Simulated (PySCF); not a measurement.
W(NH)(S)(F)(NH2) (FH₃N₂SW), SMILES [F][W](=[NH])(=[S])[NH2], multiplicity 1. Geometry optimised at PBE0-D3(BJ)/def2-SVP. The spin state was assumed, not searched. The structure was generated by enumeration; whether it is a known compound was not checked. The def2 effective core potentials stand for the cores of W; spin–orbit coupling is left out. Other conformers were not sampled.

Computed equilibrium geometry at PBE0-D3(BJ)/def2-SVP (PySCF confirms it by a frequency run) as bond lengths and angles (one conformer of several):
Atoms: W1 N2 H3 S4 F5 N6 H7 H8. Bonded distances (Å): W1–N2 1.738, W1–S4 2.142, W1–F5 1.878, W1–N6 1.926, N2–H3 1.016, N6–H7 1.016, N6–H8 1.017. Angles (°): N2–W1–S4 110.8, N2–W1–F5 109.6, N2–W1–N6 104.3, S4–W1–F5 111.0, S4–W1–N6 108.4, F5–W1–N6 112.6, W1–N2–H3 155.7, W1–N6–H7 124.4, W1–N6–H8 123.2, H7–N6–H8 111.3.
